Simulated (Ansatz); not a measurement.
Reaction (SMILES): [I][Cd][I] → [Cd][I] as doublet, charge 0 + I atom (the Cd-I bond at the site shown breaks; other sites are not compared here)
Each molecule is optimised on its own at B3LYP-D3(BJ)/def2-TZVP (Ansatz, a quantum-chemistry and plane-wave program). Frequencies are from Ansatz. [Cd][I] as doublet, charge 0: The spin state was set by rule; other spins were not relaxed. A spin state is the lowest found, not a proven ground state.

Quantity: bond dissociation energy (enthalpy at 298 K, with B3LYP-D3(BJ) rigid-rotor harmonic-oscillator terms), in eV. Cores are frozen in the correlated levels unless marked. Open shells are spin-unrestricted. No spin-orbit coupling. Frozen are the shells of the preceding noble gas and the d and f shells that filled before the atom's block. Past Kr the def2 sets carry scalar-relativistic core potentials. Basis-set limits of correlation are two-point, X^-3; Hartree-Fock from the larger set. The bracket is a focal-point correction in the basis named.

| level | program | bond dissociation energy (eV) |
|---|---|---|
| PBE/def2-TZVPD | Ansatz | 3.01 |
| PBE-D4/def2-TZVPD | Ansatz + dftd4 | 3.05 |
| revPBE/def2-TZVPD | Ansatz | 2.80 |
| r2SCAN-D4/def2-TZVPD | Ansatz + dftd4 | 3.07 |
| B3LYP/def2-TZVPD | Ansatz | 2.81 |
| PBE0/def2-TZVP | Ansatz | 3.04 |
| r2SCANh/def2-TZVPD | Ansatz | 3.04 |
| LC-wPBE/def2-TZVPD | Ansatz | 3.07 |
| wB97X-V/def2-TZVPD | Ansatz | ___ |
| B2GP-PLYP-D3(BJ)/def2-TZVPD | Ansatz + dftd3 | ___ |
| B2PLYP-D4/def2-TZVPD | Ansatz + dftd4 | ___ |
| RPA@PBE/def2-QZVPP | Ansatz | 2.69 |
| SCS-MP2/def2-SVPD | Ansatz | 2.95 |
| CCSD/def2-TZVPP | Ansatz | ___ |
| RI-MP2/CBS(def2-TZVPPD,def2-QZVPPD)+[CCSD(T)-MP2]/def2-TZVPPD | Ansatz | 3.23 |

Question: What belongs in the gaps?

Answer: 
- wB97X-V/def2-TZVPD, bond dissociation energy (eV): 3.18
- B2GP-PLYP-D3(BJ)/def2-TZVPD, bond dissociation energy (eV): 3.11
- B2PLYP-D4/def2-TZVPD, bond dissociation energy (eV): 2.97
- CCSD/def2-TZVPP, bond dissociation energy (eV): 2.83
